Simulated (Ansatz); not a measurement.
Results of the Gaussian-basis code of Ansatz.

CH$_{4}$AlFO. The species carries charge 0 and has multiplicity 1. The bonds changed during the relaxation, so this is another structure than the one it started from. The structure was optimised at the PBE0-D4/def2-TZVP level. It is one conformer, not always the lowest.

```xyz
8

O     0.134   -0.363    1.013
C     0.917   -0.197   -0.290
Al   -0.776    0.732   -0.306
F    -2.046   -0.149   -0.914
H    -0.102   -1.283    1.165
H     1.014   -1.168   -0.773
H     1.890    0.207   -0.025
H    -1.031    2.221    0.130
```

Q: What is the dipole moment at PBE/def2-TZVPP? (Estimate.)

A: The calculation gave: 2.83 D, with components (2.06, -1.70, 0.94) D in this frame, pointing from negative to positive charge.

Q: And with r2SCAN, B3LYP, ωB97M-V? (An estimate is asked.)

A: The calculation gave: r2SCAN 2.86 D, B3LYP 2.81 D, ωB97M-V 2.80 D.

Q: Give the Mulliken charges with PBE, ωB97M-V, B3LYP in def2-TZVPP. (An estimate is asked.)

A: The calculation gave: 
| atom | PBE | ωB97M-V | B3LYP |
| --- | --- | --- | --- |
| O1 | -0.17 | -0.20 | -0.22 |
| C2 | -0.28 | -0.35 | -0.29 |
| Al3 | 0.51 | 0.58 | 0.62 |
| F4 | -0.34 | -0.37 | -0.38 |
| H5 | 0.21 | 0.20 | 0.20 |
| H6 | 0.10 | 0.13 | 0.11 |
| H7 | 0.11 | 0.13 | 0.12 |
| H8 | -0.13 | -0.12 | -0.15 |

B3LYP here is the variant with VWN-RPA as its local correlation; programs differ in this.
